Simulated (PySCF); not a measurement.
Species: C3H2FN3.
SMILES with atom numbers: `[F:1][c:2]1[cH:3][cH:4][n:5][n:6][n:7]1` (hydrogens: H8 on C3; H9 on C4)

The same species was optimised twice, with GFN2-xTB and with PBE0-D3(BJ)/def2-SVP (PySCF), and the same property calculations (PySCF, gas phase) were run on both structures.

| coordinate | GFN2-xTB | PBE0-D3(BJ)/def2-SVP | change |
| --- | --- | --- | --- |
| N6–N7 (Å) | 1.292 | 1.313 | +0.021 |
| N5–N6 (Å) | 1.283 | 1.304 | +0.021 |
| F1–C2 (Å) | 1.328 | 1.312 | -0.016 |
| C4–N5 (Å) | 1.329 | 1.337 | +0.008 |
| C2–C3 (Å) | 1.391 | 1.387 | -0.004 |
| C2–N7 (Å) | 1.318 | 1.315 | -0.003 |
| C3–C4 (Å) | 1.387 | 1.384 | -0.003 |
| N5–N6–N7 (°) | 122.5 | 121.2 | -1.3 |
| C3–C4–N5 (°) | 121.3 | 122.4 | +1.1 |
| C4–N5–N6 (°) | 120.8 | 120.1 | -0.7 |
| C2–N7–N6 (°) | 119.5 | 120.1 | +0.6 |
| F1–C2–N7 (°) | 116.8 | 116.4 | -0.4 |
| C3–C2–N7 (°) | 122.7 | 123.1 | +0.4 |
| C2–C3–C4 (°) | 113.2 | 113.1 | -0.1 |
| F1–C2–C3 (°) | 120.4 | 120.5 | +0.1 |

Rotational constants: A = 6403, B = 2787, C = 1942 MHz (GFN2-xTB) against A = 6353, B = 2788, C = 1938 MHz (PBE0-D3(BJ)/def2-SVP). Point groups within 0.08 Å: Cs and Cs.

On the GFN2-xTB structure: lowest singlet, TDDFT (eV) 3.57 [CAM-B3LYP/def2-SVPD]; lowest triplet, Tamm–Dancoff (eV) 2.61 [CAM-B3LYP/def2-SVPD]; isotropic polarisability (au) 52.0 [CAM-B3LYP/def2-SVPD]; HOMO (eV) -8.97 [CAM-B3LYP/def2-SVPD]; LUMO (eV) -1.22 [CAM-B3LYP/def2-SVPD]; dipole (D) 4.66 [CAM-B3LYP/def2-SVPD]; HOMO (eV) -7.59 [PBE0/pcSseg-1]; LUMO (eV) -2.34 [PBE0/pcSseg-1]; dipole (D) 4.67 [PBE0/pcSseg-1]; GIAO shielding of F1 (ppm) 245.2 [PBE0/pcSseg-1]; GIAO shielding of C2 (ppm) 10.5 [PBE0/pcSseg-1]; GIAO shielding of C3 (ppm) 76.4 [PBE0/pcSseg-1]; GIAO shielding of C4 (ppm) 31.2 [PBE0/pcSseg-1]; GIAO shielding of N5 (ppm) -170.2 [PBE0/pcSseg-1]; GIAO shielding of N6 (ppm) -280.7 [PBE0/pcSseg-1]; GIAO shielding of N7 (ppm) -137.5 [PBE0/pcSseg-1].

**Question.** What do these properties become on the PBE0-D3(BJ)/def2-SVP structure?

**Answer.** 
| property | level | on GFN2-xTB | on PBE0-D3(BJ)/def2-SVP | change |
| --- | --- | --- | --- | --- |
| lowest singlet, TDDFT (eV) | CAM-B3LYP/def2-SVPD | 3.57 | 3.70 | +0.13 |
| lowest triplet, Tamm–Dancoff (eV) | CAM-B3LYP/def2-SVPD | 2.61 | 2.70 | +0.09 |
| isotropic polarisability (au) | CAM-B3LYP/def2-SVPD | 52.0 | 52.4 | +0.4 |
| HOMO (eV) | CAM-B3LYP/def2-SVPD | -8.97 | -9.21 | -0.24 |
| LUMO (eV) | CAM-B3LYP/def2-SVPD | -1.22 | -1.30 | -0.08 |
| dipole (D) | CAM-B3LYP/def2-SVPD | 4.66 | 4.67 | +0.01 |
| energy, GFN2-xTB geometry as zero (kcal/mol) | CAM-B3LYP/def2-SVPD | 0.0 | -0.9 | -0.9 |
| HOMO (eV) | PBE0/pcSseg-1 | -7.59 | -7.83 | -0.24 |
| LUMO (eV) | PBE0/pcSseg-1 | -2.34 | -2.42 | -0.08 |
| dipole (D) | PBE0/pcSseg-1 | 4.67 | 4.69 | +0.02 |
| energy, GFN2-xTB geometry as zero (kcal/mol) | PBE0/pcSseg-1 | 0.0 | -1.1 | -1.1 |
| GIAO shielding of F1 (ppm) | PBE0/pcSseg-1 | 245.2 | 248.9 | +3.7 |
| GIAO shielding of C2 (ppm) | PBE0/pcSseg-1 | 10.5 | 13.2 | +2.7 |
| GIAO shielding of C3 (ppm) | PBE0/pcSseg-1 | 76.4 | 77.2 | +0.8 |
| GIAO shielding of C4 (ppm) | PBE0/pcSseg-1 | 31.2 | 28.7 | -2.5 |
| GIAO shielding of N5 (ppm) | PBE0/pcSseg-1 | -170.2 | -182.1 | -11.9 |
| GIAO shielding of N6 (ppm) | PBE0/pcSseg-1 | -280.7 | -290.3 | -9.6 |
| GIAO shielding of N7 (ppm) | PBE0/pcSseg-1 | -137.5 | -145.5 | -8.0 |

The heavy atoms differ by 0.013 Å rms after alignment. Among bonds between heavy atoms N5–N6 and N6–N7 change most and about equally (+0.021 Å). Changes are differences of the printed values. Neither structure is proved a minimum here.
